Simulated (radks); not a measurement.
Results of a calculation; reference values are marked as such.
Valence configurations of W (all share [Xe]). Code: a radial shooting solver on a logarithmic mesh with Libxc functionals. Model: scalar-relativistic Kohn-Sham, PBEsol, spin-polarised, spherical densities, finite nucleus; open shells are filled with parallel spins first (spin-orbit coupling, left out, can overturn this in heavy ions); Fermi nuclear charge, rms radius 5.3658 fm. Energies are relative to 4f14 5d4 6s2; eigenvalues in eV for spin up.

| valence | E (eV) | moment (Bohr magnetons) | e(4f) | e(5d) | e(6p) | e(6s) |
|---|---|---|---|---|---|---|
| 4f14 5d5 6s1 | -0.811 | 6 | -30.699 | -4.118 | - | -5.828 |
| 4f14 5d4 6s2 | 0.000 | 4 | -33.049 | -5.341 | - | -6.288 |
| 4f14 5d4 6s1.5 6p0.5 | 1.465 | 5 | -33.780 | -6.072 | -2.095 | -6.948 |
| 4f14 5d4 6s1 6p1 | 2.656 | 6 | -34.396 | -6.704 | -2.483 | -7.495 |
| 4f14 5d3 6s2 6p1 | 4.560 | 4 | -37.133 | -8.101 | -2.730 | -7.999 |
| 4f14 5d2 6s2 6p2 | 10.783 | 4 | -41.375 | -10.824 | -3.739 | -9.566 |
| 4f13.5 5d4.5 6s2 | 14.569 | 5 | -37.679 | -5.960 | - | -6.394 |
| 4f14 5d1 6s2 6p3 | 18.746 | 4 | -45.751 | -13.505 | -4.667 | -11.041 |
| 4f13 5d1 6s2 6p4 | 67.684 | 4 | -60.735 | -18.415 | -5.487 | -12.787 |
| 4f12 5d6 6s2 | 72.186 | 6 | -52.589 | -7.553 | - | -6.470 |

NIST lists [Xe] 4f14 5d4 6s2 as the ground configuration; this level of theory puts 4f14 5d5 6s1 lower, by 0.811 eV. The energies are those of spherical high-spin densities, not of single terms.
